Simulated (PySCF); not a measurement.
# What a mistake does to a calculation on B2GeH6Si

All numbers below are calculated, not measured. The program is PySCF 2.14.0, an open-source quantum chemistry code, run on an isolated molecule that a program drew, which may never have been made. The molecule is B2GeH6Si (charge 0, singlet), drawn as the SMILES string `B[SiH](B)[GeH]`.

Each row is a Hartree-Fock (HF) and frozen-core CCSD(T) single point in the cc-pV(D+d)Z basis, meant for a local HF minimum. Run 1 is clean. Each other run has one planted mistake out of seven kinds, and not every kind appears here: one electron removed, one electron added, multiplicity raised by two, geometry at a saddle point, minimal basis STO-3G, one bond length entered in bohr, all coordinates scaled. The reference is restricted for singlets and unrestricted otherwise, and also for a bond in bohr. Adding or removing an electron swaps singlet and doublet. Electrons count all cores. HOMO and LUMO are orbital energies over both spins, the gradient is its largest component, and the lowest frequency (negative if imaginary) is given only where the gradient is small. Bond lengths are over the 9 bonds as drawn. T1 is the CCSD diagnostic: over 0.02 (restricted) or 0.045 (unrestricted) a single reference is doubtful. Germanium has the cc-pVDZ-PP basis, with a core potential (ECP10MDF) in place of its 10 inner electrons, and its 3s, 3p and 3d shells are frozen in CCSD(T).

Geometry of the clean run:
```xyz
10
B2GeH6Si, angstrom
B     0.4002    1.3670   -1.2491
Si   -0.5983   -0.2284   -0.5031
B     0.5898   -1.4782    0.5578
Ge   -1.2228   -1.5608   -2.5360
H     1.5335    1.2364   -1.6215
H    -0.1151    2.4434   -1.3803
H    -1.8562    0.1363    0.2030
H     0.1878   -2.0974    1.5044
H     1.7257   -1.6525    0.2121
H     0.2869   -1.7413   -2.9799
```

| run | electrons | basis functions | <S^2> | HOMO (eV) | LUMO (eV) | gradient (hartree/bohr) | lowest frequency (cm^-1) | mean bond (Å) | longest bond (Å) | T1 | HF (hartree) | CCSD(T) (hartree) | mistake |
|---|---|---|---|---|---|---|---|---|---|---|---|---|---|
| 1 | 62 | 104 | 0.000 | -8.31 | -0.32 | 1.6e-05 | 91 | 1.6035 | 2.510 | 0.0234 | -635.08204 | -635.50767 | no fault |
| 2 | 61 | 104 | 0.790 | -15.43 | -6.49 | 2.3e-02 | - | 1.6035 | 2.510 | 0.0219 | -634.81234 | -635.20339 | one electron removed |
| 3 | 62 | 104 | 2.038 | -7.75 | -0.77 | 2.6e-02 | - | 1.6035 | 2.510 | 0.0221 | -635.06271 | -635.46766 | multiplicity raised by two |
| 4 | 63 | 104 | 0.766 | -1.93 | 5.49 | 1.4e-02 | - | 1.6035 | 2.510 | 0.0308 | -635.12138 | -635.56630 | one electron added |
| 5 | 62 | 104 | 1.006 | -7.81 | -0.06 | 1.2e-02 | - | 1.8516 | 4.743 | 0.0194 | -635.03469 | -635.43051 | ? |
| 6 | 62 | 104 | 0.000 | -8.38 | -0.35 | 6.2e-02 | - | 1.4656 | 2.294 | 0.0266 | -635.01665 | -635.44362 | ? |

**Which mistake was planted in run 5, and what did it cost?**

The mean bond changes by a factor of 1.155 and the longest by 1.890, so the molecule wasn't scaled as a whole. A length L in bohr read as angstrom grows by (1/0.5292 - 1) L = 0.890 L. The 9 bonds together grew by 9 x 0.2481 = 2.233 Å, which gives L = 2.510 Å. That is bond Si2-Ge4, 2.510 Å in the clean geometry. So the mistake is: one bond length entered in bohr. Subtracting run 1 and multiplying by 627.51 kcal/mol a hartree, the energy moved by 29.7 kcal/mol in HF and 48.4 kcal/mol in CCSD(T).

**Which mistake was planted in run 6, and what did it cost?**

The mean and the longest bond both change by the same factor, 0.914, and the gradient is no longer small. So the mistake is: all coordinates scaled. Subtracting run 1 and multiplying by 627.51 kcal/mol a hartree, the energy moved by 41.0 kcal/mol in HF and 40.2 kcal/mol in CCSD(T).

Cautions from the logs. Run 1: T1 is over the limit, so its CCSD(T) energy is less reliable; run 6: T1 is over the limit, so its CCSD(T) energy is less reliable.
